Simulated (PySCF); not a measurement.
How the method moves the HOMO and LUMO of `CC1=C[SiH2]C=C1`

C5H8Si.
Cartesian coordinates in Å at the PBE0-D3(BJ)/def2-SVP level; atoms count from 1:
```
atom  x, y, z in Å
C1     2.154    0.039   -0.235
C2     0.674    0.115   -0.042
C3    -0.014    1.200    0.384
Si4   -1.822    0.739    0.440
C5    -1.481   -1.005   -0.156
C6    -0.148   -1.093   -0.334
H7     2.399   -0.230   -1.277
H8     2.591   -0.747    0.403
H9     2.645    0.992    0.003
H10    0.486    2.141    0.626
H11   -2.435    0.799    1.804
H12   -2.691    1.533   -0.485
H13   -2.155   -1.843   -0.347
H14    0.354   -2.005   -0.682
```

Basis pcSseg-1 throughout (PySCF), one geometry. Isolated species at its PBE0-D3(BJ)/def2-SVP geometry, gas phase.

Problem. How do the orbital energies, the gap and the dipole change with the method?

Solution. 
```csv
method,kind,HOMO (eV),LUMO (eV),gap (eV),μ (D),SCF cycles
BLYP,GGA,-5.45,-2.10,3.35,1.00,15
B97-D,GGA,-5.56,-2.17,3.39,1.01,15
KT3,GGA,-5.62,-2.23,3.39,0.97,15
KT2,GGA,-5.63,-2.27,3.36,0.98,15
OPBE,GGA,-5.64,-2.22,3.42,1.05,16
PBE,GGA,-5.66,-2.28,3.37,1.04,15
BP86,GGA,-5.75,-2.38,3.37,1.04,16
LDA,LDA,-5.83,-2.47,3.36,1.03,14
B97-2,global hybrid,-6.42,-1.43,4.99,1.03,13
B3LYP,global hybrid,-6.43,-1.55,4.88,1.00,13
PBE0,global hybrid,-6.67,-1.39,5.28,1.04,13
mPW1PW91,global hybrid,-6.68,-1.41,5.28,1.03,13
BHandHLYP,global hybrid,-7.47,-0.31,7.17,1.01,12
CAM-B3LYP,range-separated hybrid,-7.90,-0.22,7.68,0.99,12
wB97X-D,range-separated hybrid,-8.47,0.37,8.84,1.02,13
HF,Hartree–Fock,-8.69,2.29,10.98,1.08,10
LC-wPBE,range-separated hybrid,-9.29,0.81,10.10,1.02,13
```

The HOMO spans 3.84 eV, from BLYP down to LC-wPBE, and the gap runs from 3.35 eV (BLYP) to 10.98 eV (HF). Over the methods BLYP (0 %), B97-D (0 %), KT3 (0 %), KT2 (0 %), OPBE (0 %), PBE (0 %), BP86 (0 %), LDA (0 %), B97-2 (21 %), B3LYP (20 %), PBE0 (25 %), mPW1PW91 (25 %), BHandHLYP (50 %), HF (100 %), a straight line through the gap against the share of exact exchange rises by 0.76 eV for each 10 % (correlation coefficient 1.000). The dipole ranges from 0.97 D (KT3) to 1.08 D (HF). This basis has no diffuse functions.
